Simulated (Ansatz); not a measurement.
Consider the homolysis of the O–Si bond: `FB(F)O[SiH3]` → `[O]B(F)F`• + `[SiH3]`•.

Gas-phase electronic energies from Ansatz, PBE0-D4/def2-TZVP geometries. CCSD(T)/CBS is the MP2 limit (def2-TZVPP, def2-QZVPP) plus CCSD(T) − MP2 in def2-TZVPP, frozen cores. This one scheme is used for every species. DFT in def2-TZVPP. HSE06 is defined as in plane-wave codes. Open shells (•) are unrestricted, without spin–orbit coupling. Each species was taken in one conformer, which may not be the lowest.

`FB(F)O[SiH3]`:

```xyz
8

F     2.255   -0.104    1.581
B     1.048    0.167    1.122
F     0.261    0.927    1.874
O     0.648   -0.315   -0.061
Si   -0.759   -0.189   -0.936
H    -1.019    1.235   -1.256
H    -0.550   -0.970   -2.174
H    -1.884   -0.750   -0.151
```

`[O]B(F)F`•:

Z-matrix (Å, degrees):
```
B
O 1 1.359
F 1 1.315 2 119.3
F 1 1.315 2 119.3 3 180.0
```

`[SiH3]`•:

```xyz
4

Si   -0.106   -0.268    0.176
H     0.323    0.770    1.150
H    -1.246    0.208   -0.650
H     1.028   -0.710   -0.675
```

| level | ΔE (kJ/mol) | difference from CCSD(T)/CBS |
| --- | --- | --- |
| BLYP-D4 | 509.6 | -41.8 |
| B2PLYP | 530.8 | -20.6 |
| PBE | 507.4 | -44.0 |
| r2SCANh | 509.1 | -42.3 |
| HSE06 | 512.1 | -39.3 |
| CCSD/def2-SVP | 496.4 | -55.0 |
| CCSD(T)/def2-SVP | 500.6 | -50.8 |
| HF/def2-TZVPP | 411.6 | -139.8 |
| CCSD(T)/def2-TZVPP | 532.8 | -18.6 |
| MP2/CBS(def2) | 586.3 | 34.9 |
| CCSD(T)/CBS | 551.4 | 0 |

Largest T1 diagnostic among the species: 0.015.

The D4 term adds +9.5 kJ/mol with B3LYP and +5.1 kJ/mol with PBE0; it sums over pairs of atoms, weighted by their polarisabilities, and B3LYP, whose exchange is more repulsive, gets the larger term. Leaving LDA and LC-ωPBE aside and taking each functional with its dispersion term where it has one, the values, not all of them listed here, spread over 47.9 kJ/mol, from revPBE-D4 to ωB97M-V. LDA lies +80.3 kJ/mol from PBE without D4, its usual overbinding. From PBE to PBE0 (25 % exact exchange), in def2-TZVPP and without D4, ΔE moves by +4.2 kJ/mol.

B3LYP here is the variant with VWN-RPA as its local correlation; programs differ in this.
